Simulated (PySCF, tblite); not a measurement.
Species: C₄H₁₁O₂Si (doublet state).
Atom-mapped SMILES: `[CH3:1][CH2:2][CH2:3][C@@H:4]([O:5])[O:6][SiH3:7]` (hydrogens: H8, H9, H10 on C1; H11, H12 on C2; H13, H14 on C3; H15 on C4; H16, H17, H18 on Si7)

Geometry (GFN2-xTB, Å), atoms numbered from 1 in this order:
```
atom  x, y, z in Å
C1    -2.4178    0.5011   -0.2735
C2    -1.4163   -0.6285   -0.4652
C3    -0.4542   -0.7851    0.6945
C4     0.6096    0.4000    0.7705
O5     1.3731    0.2734    1.7929
O6     1.2592    0.4789   -0.4450
Si7    2.8815    0.2131   -0.4123
H8    -1.9103    1.4640   -0.2476
H9    -3.1274    0.5199   -1.0973
H10   -2.9689    0.3746    0.6559
H11   -0.8497   -0.4697   -1.3844
H12   -1.9585   -1.5741   -0.5648
H13    0.1556   -1.6821    0.5861
H14   -0.9659   -0.8059    1.6557
H15   -0.0569    1.2987    0.8358
H16    3.5680    1.2254    0.3816
H17    3.1477   -1.1298    0.1022
H18    3.1224    0.3326   -1.8459
```

Jobs on this species (18 atoms, 65 electrons) with PySCF (density fitting) and tblite. Hardware of each: an Arm Neoverse V1 with one thread, no GPU (shared host). Times come from a shared host and carry two figures at best.

```csv
level and settings,work,basis functions,SCF cycles,wall time
GFN2-xTB,Hessian by finite differences,–,–,0.59 s
"UKS B3LYP, pcH-1 on C H O Si, non-relativistic, mean-field spin-orbit, GIAO","unrestricted SCF, g, hyperfine, density and orbital grids written",295,?,?
GFN2-xTB,L-BFGS relaxation,–,–,1.6 s
```

Task: Fill in the missing figures.

Result: 
- UKS B3LYP, pcH-1 on C H O Si, non-relativistic, mean-field spin-orbit, GIAO; unrestricted SCF, g, hyperfine, density and orbital grids written: 95 s, 15 SCF cycles

Task: What do all jobs in the table cost together?

Result: About 97 s; the longest takes about 98 % of that, and about 160 times as long as the shortest.
